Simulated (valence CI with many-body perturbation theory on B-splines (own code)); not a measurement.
Values are calculated unless marked as measured or tabulated.
**Sensitivity of CI+MBPT for Pm XXIX**

Method: configuration interaction combined with many-body perturbation theory (CI+MBPT): five valence electrons over a frozen Dirac-Fock core [Ar] 3d10, radial functions for each j: 6 s, 6 p, 5 d, 3 f, 1 g, with the one-electron correlation potential Σ1 (screened to all orders), the two-electron term Σ2, the three-electron term Σ3, Breit, model QED; selected single and double excitations, second order for the rest, scaled by the run's own slope (own B-spline code, finite nucleus).

The last digits are not significant, and no measured levels were compared; by estimate large intervals hold to a few tenths of a per cent, small ones and those within an open d or f shell to about a per cent. Among the levels kept, up to 400 cm⁻¹ of a level comes from second order outside the variational space, and about a tenth of that is noise between levels of different J, which matters for small intervals.

The reference run has the lowest level (4s^2 4p1/2^2 4p3/2) J=3/2 and an ionisation energy of 1041.09 eV. Its largest variational space holds 10000 state functions.

Levels are named by their leading jj configuration (3d3/2^4 stands for four electrons in 3d with j = 3/2), which in mixed levels can hold well under half, so a name can repeat and another be missing. Letters in brackets count levels of one name in rising energy.

Changed runs:
A. shift of the energy in Σ1 (hartree) 0 → 12.1
B. scale of Σ2 1 → 0.8
C. logarithmic knot step 0.27 → 0.33; averaging of valence orbitals over low configurations on → off
D. closed core [Ar] 3d10 → [Ar] 3d10 4s1 (bad on purpose)

Excitation energies of the reference run in cm⁻¹, and shifts in cm⁻¹:

```csv
Level,Reference,A,B,C
(4s^2 4p1/2 4p3/2^2) J=3/2,231906,+162,-241,+2.7
(4s^2 4p1/2 4p3/2^2) J=5/2,264298,+168,-139,+1.4
(4s^2 4p1/2 4p3/2^2) J=1/2,305273,+172,+2.0,+2.8
(4s^2 4p3/2^3) J=3/2,541843,+336,-253,+5.1
(4s 4p1/2^2 4p3/2^2) J=5/2,757255,+85,-420,+1.0
(4s 4p1/2^2 4p3/2^2) J=3/2,828735,+64,-26,-2.2
(4s 4p1/2^2 4p3/2^2) J=1/2,851171,+102,+55,+0.8
(4s^2 4p1/2^2 4d3/2) J=3/2,907114,+53,+398,-5.4
(4s^2 4p1/2^2 4d5/2) J=5/2,970606,+193,+502,-9.0
(4s 4p1/2 4p3/2^3) J=3/2 [a],1015830,+242,-465,+2.8
(4s 4p1/2 4p3/2^3) J=5/2,1055040,+252,-372,+1.8
(4s^2 4p1/2 4p3/2 4d3/2) J=1/2 [a],1084870,+203,-65,-1.2
Ionisation energy (eV),1041.09,+0.36,-0.021,-0.0012
```

Run D: It gave no result: the perturbation theory needs a core of closed shells. The program said: "the core must hold closed shells only".
